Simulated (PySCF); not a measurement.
Geometries of 2 isomers of C4H9GeN, from PBE0-D3(BJ)/def2-SVP geometry optimisation, gas phase in PySCF. One conformer each, no zero-point energy, no frequencies.

Task: Which is lower in electronic energy at this level?
A.
```xyz
15
angstrom
N      2.021    0.672    0.737
C      1.021    0.368   -0.273
C      0.394   -1.004   -0.203
C     -0.939   -1.159   -0.210
C     -1.846    0.037   -0.324
Ge    -0.578    1.539   -0.164
H      1.631    0.538    1.669
H      2.810    0.030    0.665
H      1.487    0.516   -1.264
H      1.057   -1.877   -0.131
H     -1.381   -2.161   -0.144
H     -2.363    0.058   -1.298
H     -2.634    0.034    0.446
H     -0.661    2.234    1.210
H     -0.691    2.591   -1.282
```
B.
```xyz
15
angstrom
C      3.645   -0.365    0.703
C      2.288   -0.270    0.196
C      1.150   -0.187   -0.232
Ge    -0.621   -0.074   -0.893
N     -1.685    0.383    0.526
C     -3.113    0.497    0.360
H      4.308    0.348    0.188
H      4.054   -1.376    0.554
H      3.680   -0.140    1.780
H     -0.990   -1.431   -1.544
H     -0.748    1.040   -1.947
H     -1.417   -0.072    1.394
H     -3.566    1.016    1.222
H     -3.340    1.112   -0.526
H     -3.653   -0.465    0.233
```

Result: A. That is `N[C@H]1C=C[CH2][GeH2]1`, 23.6 kcal/mol below the other.

```csv
SMILES,atoms numbered as above,E (Eh),relative (kcal/mol),relative (kJ/mol),dipole (D)
N[C@H]1C=C[CH2][GeH2]1,[NH2:1][C@H:2]1[CH:3]=[CH:4][CH2:5][GeH2:6]1,-2288.64616,0.0,0.0,1.39
CC#[C][GeH2][NH]C,[CH3:1][C:2]#[C:3][GeH2:4][NH:5][CH3:6],-2288.60848,23.6,98.9,1.34
```

As drawn, the lower has a C=C bond outside aromatic rings, which the higher lacks; the higher has a C≡C bond, which the lower lacks.
